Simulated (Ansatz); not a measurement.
Calculated with Ansatz (gas phase, PBE0-D4/def2-TZVP geometries, no zero-point term in ΔE). CCSD(T)/CBS is the MP2 limit (def2-TZVPP, def2-QZVPP) plus CCSD(T) − MP2 in def2-TZVPP, frozen cores. Elements past krypton have def2 core potentials. For Ge, In, Se outer-core shells are correlated without core-valence functions, which leaves a few kJ/mol of doubt a bond. Scalar relativity is left out up to krypton. One conformer a species, not always the lowest.

Reaction (redistribution): `C[O][In]([OH])[SH]` + `C[Se][Ge]([CH3])([F])[Cl]` → `[OH][In]([F])[SH]` + `C[O][Ge]([CH3])([Cl])[Se]C`

| level | ΔE (eV) |
| --- | --- |
| CCSD(T)/def2-TZVPP | -0.19 |
| MP2/CBS(def2) | -0.22 |

(1) What does CCSD(T)/CBS give? (Best estimate.)

Largest T1 diagnostic among the species: 0.016.

Answers

(1) Ansatz gave: -0.20 eV. The listed levels differ from it by 0.01, -0.02 eV.

The D4 term adds −0.06 eV with B3LYP and −0.04 eV with PBE0; it sums over pairs of atoms, weighted by their polarisabilities, and B3LYP, whose exchange is more repulsive, gets the larger term.

B3LYP here is the variant with VWN-RPA as its local correlation; programs differ in this.
